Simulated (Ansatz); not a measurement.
`CCOBO` + H₂ → `BOCC` + H₂O  (hydrogenolysis of a B–O bond)

Program: Ansatz. Geometries: PBE0-D4/def2-TZVP. ΔE: electronic, gas phase. CCSD(T)/CBS is the MP2 limit (def2-TZVPP, def2-QZVPP) plus CCSD(T) − MP2 in def2-TZVPP, frozen cores. This one scheme is used for every species. Functionals use def2-TZVPP. Each species was taken in one conformer, which may not be the lowest.

```json
{"level": "PBE0-D4", "ΔE (eV)": "1.19"}
{"level": "HF/CBS(def2)", "ΔE (eV)": "1.13"}
```

Q: What does CCSD(T)/CBS give? (An estimate is asked.)

A: The calculation gave: +1.16 eV. The listed levels differ from it by 0.03, -0.03 eV.

Largest T1 diagnostic among the species: 0.013.

The D4 term adds +0.03 eV with B3LYP and +0.02 eV with PBE0; it sums over pairs of atoms, weighted by their polarisabilities, and B3LYP, whose exchange is more repulsive, gets the larger term. In def2-TZVPP, CCSD(T) changes the Hartree–Fock value by +0.05 eV (the triples alone add +0.03 eV) and MP2 by +0.08 eV.

B3LYP here is the variant with VWN-RPA as its local correlation; programs differ in this.
